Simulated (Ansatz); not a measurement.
Mulliken charges of Cl$_{3}$H$_{2}$NZr, SMILES `[NH2][Zr]([Cl])([Cl])[Cl]` from ωB97M-V/def2-TZVPP in Ansatz (PBE0-D4/def2-TZVP geometry).

```json
{"atom": "N1", "x (Å)": "-0.527", "y (Å)": "0.741", "z (Å)": "0.893", "charge (e)": "-0.479"}
{"atom": "Zr2", "x (Å)": "0.288", "y (Å)": "-0.439", "z (Å)": "-0.488", "charge (e)": "0.969"}
{"atom": "Cl3", "x (Å)": "1.941", "y (Å)": "-1.701", "z (Å)": "0.575", "charge (e)": "-0.248"}
{"atom": "Cl4", "x (Å)": "-1.441", "y (Å)": "-1.695", "z (Å)": "-1.430", "charge (e)": "-0.248"}
{"atom": "Cl5", "x (Å)": "1.267", "y (Å)": "0.904", "z (Å)": "-2.140", "charge (e)": "-0.259"}
{"atom": "H6", "x (Å)": "-1.473", "y (Å)": "1.102", "z (Å)": "0.870", "charge (e)": "0.132"}
{"atom": "H7", "x (Å)": "-0.056", "y (Å)": "1.087", "z (Å)": "1.719", "charge (e)": "0.132"}
```

Question: By hand: the dipole of these point charges (1 e Å = 4.8032 D).

Answer: Σ q r = (-0.122, 0.117, 0.207) e Å, of length 0.267 e Å = 1.28 D.

Question: How does the dipole of the full density compare? (An estimate is asked.)

Answer: Computed: (-0.257, 0.295, 0.438) e Å, 2.82 D; the point charges give 0.45 times that, at 4° from its direction.

Point charges leave out the atoms' own dipoles, such as those of lone pairs, and Mulliken's split depends on the basis, so the two needn't agree.
